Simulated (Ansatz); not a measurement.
Cartesian coordinates in Å:
```
F -1.022 -2.189 1.634
Zr -0.352 -0.755 0.562
O -0.660 0.930 1.462
Si -0.883 2.397 2.158
O -1.259 -0.739 -1.147
Si -1.989 -0.666 -2.612
O 1.548 -0.986 0.277
Si 3.158 -1.119 -0.001
H -1.563 2.231 3.468
H 0.432 3.057 2.366
H -1.722 3.247 1.273
H -1.478 -1.758 -3.481
H -3.458 -0.816 -2.447
H -1.699 0.644 -3.251
H 3.684 0.171 -0.517
H 3.406 -2.185 -1.006
H 3.858 -1.463 1.263
```

Charge 0, multiplicity 1. Zr takes the def2 core potential.

List the PBE0/def2-TZVPP orbital energies in eV (Ansatz). (Best estimate.)

The calculation gave: Occupied: -1803.12, -1803.12, -1803.12, -673.22, -522.82, -522.82, -522.82, -145.37, -145.37, -145.37, -100.07, -100.07, -100.07, -100.02, -100.02, -100.02, -100.02, -100.01, -100.01, -59.54, -36.55, -36.12, -36.12, -31.02, -27.09, -26.79, -26.79, -15.32, -15.26, -15.26, -12.38, -12.27, -12.27, -12.09, -11.83, -11.83, -11.23, -11.22, -11.08, -10.99, -10.99, -10.93, -9.27, -9.27, -9.07, -8.98, -8.98, -8.86. Lowest empty: -0.75, -0.43, -0.43, 0.21, 0.23, 0.26, 0.27, 0.43.
